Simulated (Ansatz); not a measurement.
A structure relaxed at r2SCAN-D4/def2-SVP in Ansatz, charge 0, singlet:

```xyz
8

Al    1.199   -1.520    0.456
Al   -1.125   -2.144   -0.184
Al   -1.080    0.440   -0.436
Li    0.296    2.734   -0.085
Li    2.791    0.643    0.891
Li    1.307    0.261   -1.681
Li   -3.360   -0.814   -1.020
Li   -0.028    0.399    2.059
```

Task: Give its formula.

Result: Li₅Al₃.

Task: Summarise the bond lengths by kind (pairs closer than 1.2 times the sum of covalent radii, bridged metal pairs left out).

Result: 8 × Al–Li 2.67 to 2.79 Å; 2 × Al–Al 2.49 to 2.60 Å; 2 × Li–Li 2.99 to 3.06 Å.

The restricted singlet is unstable towards broken spin symmetry in Hartree–Fock (as tested in another run); at r2SCAN-D4/def2-SVP this wasn't settled. Another isomer (singlet) lies 0.54 eV lower at PBE0-D4/def2-TZVP; other spin states weren't run for this one.
